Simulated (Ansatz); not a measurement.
Geometry optimisation, RHF/def2-SVP in Ansatz.

Input file:

```yaml
crystal:
  periodic: [false, false, false]
  atoms:
    - { symbol: Ti, position_ang: [0.0, 0.0, 0.0] }
    - { symbol: O, position_ang: [0.0, 0.0, 2.27] }
    - { symbol: Si, position_ang: [-1.3147, -0.4067, 3.2336] }
    - { symbol: H, position_ang: [-2.239, -1.2403, 2.4704] }
    - { symbol: H, position_ang: [-0.8506, -1.1432, 4.4057] }
    - { symbol: H, position_ang: [-1.9987, 0.8095, 3.6633] }
    - { symbol: Cl, position_ang: [2.2349, 0.0, -0.7892] }
    - { symbol: Cl, position_ang: [-1.1163, 1.9339, -0.7892] }
    - { symbol: Cl, position_ang: [-1.1163, -1.9339, -0.7892] }
    - { symbol: Cl, position_ang: [1.3935, -2.1162, 0.8419] }
    - { symbol: H, position_ang: [0.7257, -1.102, 2.0419] }
basis:
  gaussian: { orbitals: def2-SVP }
hamiltonian:
  xc: hf
relax:
  f_tol: 0.15
  max_steps: 25
  restrain:
    - { distance: [0, 9], at: 3.57, k: 30.0 }
    - { distance: [10, 1], at: 2.21, k: 30.0 }
    - { distance: [0, 1], at: 1.92, k: 30.0 }
    - { distance: [10, 9], at: 1.37, k: 30.0 }
output:
  orbitals: {}
```

Launched with:

```bash
$ ansatz run input.yaml --threads 4 --pin off --max-ram 5120MiB --backend cpu --events-out ev --progress --plain --runs-dir out
```

Where does it end, and by what steps?

The run converged. The restraints hold the end off the free minimum. After 10 steps the energy has fallen by 4.119 eV (the restraints' own energy left out); Cl10 moved furthest, 0.85 Å. Parted: Ti1–Cl10 (2.67 → 3.58 Å).

```
step  energy less start (eV)  largest force component (eV/Å)  accepted
   0                  0.0000                           3.381       yes
   1                 -0.3607                           3.564       yes
   2                 -1.3460                           3.669       yes
   3                 -2.6792                           3.087       yes
   4                 -3.7424                           1.998       yes
   5                 -4.0126                           2.621       yes
   6                 -4.0813                           2.540       yes
   7                 -4.0960                           2.531       yes
   8                 -4.1157                           2.460       yes
   9                 -4.0962                           2.328        no
  10                 -4.1192                           2.440       yes
```

```xyz
11
Properties=species:S:1:pos:R:3
Ti -0.147 0.057 -0.042
O -0.386 -0.201 1.760
Si -1.367 -0.332 3.108
H -2.552 -1.146 2.763
H -0.581 -0.996 4.168
H -1.781 1.017 3.546
Cl 1.942 0.433 -0.555
Cl -1.283 1.850 -0.549
Cl -1.006 -1.579 -1.200
Cl 1.597 -2.693 1.437
H 1.284 -1.609 2.123
```

The run took 42 s on 4 threads of Arm Neoverse V1, on a shared host, peak memory 0.58 GiB.
